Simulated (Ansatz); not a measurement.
Consider the ligand exchange at a B–F bond: `CC(=O)OBF` + HCl → `CC(=O)OBCl` + H–F.

Gas-phase electronic energies from Ansatz, PBE0-D4/def2-TZVP geometries. CCSD(T)/CBS is the MP2 limit (def2-TZVPP, def2-QZVPP) plus CCSD(T) − MP2 in def2-TZVPP, frozen cores. This one scheme is used for every species. DFT in def2-TZVPP. One conformer a species, not always the lowest.

```csv
level,ΔE (kJ/mol)
r2SCAN0,60.8
SCS-MP2/def2-TZVPP,58.4
```

(1) What does CCSD(T)/CBS give? (An estimate is asked.)

(2) What do rigid-rotor, harmonic-oscillator terms from PBE0-D4/def2-TZVP frequencies (298.15 K, 1 bar) make of the CCSD(T)/CBS value? (Best estimate.)

Largest T1 diagnostic among the species: 0.015.

Results:

(1) The calculation gave: +54.7 kJ/mol. The listed levels differ from it by 6.1, 3.7 kJ/mol.

(2) Computed: ΔZPE = +2.6 kJ/mol, ΔH = +58.1 kJ/mol, ΔS = -1 J/(mol·K), ΔG = +58.4 kJ/mol.

In def2-TZVPP, CCSD(T) changes the Hartree–Fock value by −17.0 kJ/mol (the triples alone add −3.2 kJ/mol) and MP2 by −23.0 kJ/mol. Leaving LDA and LC-ωPBE aside and taking each functional with its dispersion term where it has one, the values, not all of them listed here, spread over 17.6 kJ/mol, from revPBE-D4 to CAM-B3LYP-D4.
